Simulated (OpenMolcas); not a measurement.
Ta3+ (d2) on a cation site of an ionic host was computed by CASSCF with the d shell active (OpenMolcas, ANO-RCC-VTZP on the metal). Its lowest spin-free states, and all those of the highest spin:

```tsv
2S+1	Degeneracy	E (cm-1)
3	3	0.0
1	2	9429
1	3	9653
1	1	21907
3	3	28849
3	3	37205
1	3	39674
1	3	41743
3	1	59371
1	2	70130
1	1	82024
```

Question: Is the site octahedral, tetrahedral or cube-like, axial, or of lower symmetry?

Answer: The states with 2S+1 = 3 have orbital degeneracies 3, 3, 3, 1. Threefold states need a cubic site. For d2 at this spin an octahedron puts the threefold T1 below the threefold T2 and a tetrahedron or cube puts the single A2 below the threefold T2, so the site is octahedral. The run had Ta3+ with its 6 nearest fluoride ions at 2.082 Å, on the Y site of Cs2NaYF6 (a = 9.075 Å, distance in the model lattice 2.178 Å). The rest of the host is ab initio model potentials to 7.6 Å, with orthogonalisation functions on the cations behind the ligands, and point charges beyond; the distance is set by hand and nothing relaxes. Ligand basis ANO-RCC-VDZP.

An orbital triplet at a regular site is open to Jahn-Teller coupling, which can distort the site and quench the lowest spin-orbit gaps and is left out. Without dynamic correlation the repulsion within the d shell is too large (B by tens of per cent), so at a given field states of lower spin stand too high. The least metal-like active orbital is 82 % on the metal (Löwdin) and no ligand orbital is active, so the numbers are rough. With metal d orbitals alone the field can be off either way by tens of per cent. Ligand-to-metal charge-transfer states are missing. With no ligand orbital active B as a rule stays too high, so bands that hang on it stand too high and its fall with covalency is understated. No measured value stands beside these numbers; the geometry was set by hand and not optimised.
